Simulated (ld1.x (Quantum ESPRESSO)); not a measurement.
What one change does to a pseudopotential (Ag (Z = 47), TM)

ld1.x (Quantum ESPRESSO) 7.5 input, shortened:

```
&input
   title='Ag', zed=47., rel=1, dft='PBESOL', iswitch=3,
   config='[Kr] 4d10 5s0 5p0'
 /
 &inputp
   pseudotype=2, tm=.true., lloc=2,
   nlcc=.true., new_core_ps=.true., rcore=1.55
 /
3
5S  1  0   0.00   0.00  2.40  2.40  0.0
5P  2  1   0.00   0.00  3.30  3.30  0.0
4D  3  2  10.00   0.00  1.90  1.90  0.0
 &test
   configts(1)='4d10 5s0 5p0'
 /
```

Change: all radii but the core radius scaled by about 1.35 (s 3.24, p 4.44, d 2.56 bohr).

Cutoffs: the cutoffs (Ry, on a coarse ladder) from which the occupation-weighted sum of valence levels, in a spherical-Bessel basis at the reference potential, stays within 10 and 1 mRy of its value at 400 Ry; they do not see the model core or the augmentation charge, which bear on the density cutoff. Errors are all-electron minus pseudo energies relative to the spin-unpolarised reference configuration.

Task: Predict the effect on cutoff, ghosts and configuration errors.

Result: The potential gets softer (55 Ry and 90 Ry → 40 Ry and 70 Ry); the bound ghosts move from p, s to s; of the 7 tests that both files solve, the error grows in 1 and shrinks in 5 by more than 15 % and 0.3 meV (median size 127.5 → 62.0 meV). A larger radius leaves more room for a smooth pseudo-wave, so fewer plane waves are needed.

| quantity | base | changed |
| --- | --- | --- |
| cutoff, loose | 55 Ry | 40 Ry |
| cutoff, tight | 90 Ry | 70 Ry |
| bound ghosts | s, p | s |
| error for 4d10 5s1 5p0, meV [ΔE -7.75 eV] | -8.6 | -6.8 |
| error for 4d9 5s0 5p0, meV [ΔE 22.11 eV] | -71 | -93 |
| error for 4d8 5s0 5p0, meV [ΔE 58.30 eV] | -377 | -358 |
| error for 4d9 5s2 5p0, meV [ΔE -3.69 eV] | -140 | +62 |
| error for 4d7 5s0 5p0, meV [ΔE 109.99 eV] | -1059 | -697 |
| error for 4d9 5s1 5p1, meV [ΔE 0.86 eV] | -128 | +27 |
| error for 4d9 5s1 5p0, meV [ΔE 5.42 eV] | -96 | +24 |

Base: These tests converged, but a pseudo level misses the all-electron one widely, so the file describes the atom poorly there or has found another state: 4d9 5s0 5p0: empty 5p by 2.6 eV (a node warning on the way); 4d7 5s0 5p0: empty 5s by 7.4 eV. Changed file: These tests converged, but a pseudo level misses the all-electron one widely, so the file describes the atom poorly there or has found another state: 4d8 5s0 5p0: empty 5p by 7.0 eV. A true bound ghost makes a file unfit for plane-wave use even where its test errors are small: the radial tests pick states by their node count and pass the ghost by.
